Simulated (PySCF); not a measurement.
## V(10+): ionisation energy

V(10+) [Ne] 3s2 3p1 (2P) → V(11+) [Ne] 3s2 (1S), as a difference of total energies. Calculation: PySCF 2.14, in an even-tempered Gaussian basis (19 s from 0.4 bohr⁻², ratio 2.5; 12 p from 0.52 bohr⁻², ratio 2.5; 5 d from 3.3 bohr⁻², ratio 2.7; 4 f from 4.9 bohr⁻², ratio 2.7); the spin-free X2C one-electron Hamiltonian (Gaussian nucleus). Correlated levels: outer shells: 1s2 frozen; virtual orbitals above 40 to 60 times the deepest correlated orbital energy dropped. The calculations carry no spin-orbit coupling.

```json
{"method": "UHF", "ionisation energy (eV)": "254.19"}
{"method": "MP2 (outer shells)", "ionisation energy (eV)": "254.73"}
{"method": "SCS-MP2 (outer shells)", "ionisation energy (eV)": "254.66"}
{"method": "CCSD (outer shells)", "ionisation energy (eV)": "254.80"}
{"method": "CCSD(T) (outer shells)", "ionisation energy (eV)": "254.81"}
```

**Question.** How much does correlation contribute at CCSD(T) (outer shells)?

**Answer.** 254.81 − (254.19) = 0.62 eV, measured against UHF.

A first-order spin-orbit estimate (lowest level to lowest level, LS coupling) adds 0.764 eV.

For comparison: 254.8 ± 0.4 eV (semi-empirical (NIST evaluation); NIST Atomic Spectra Database, ionization energies).
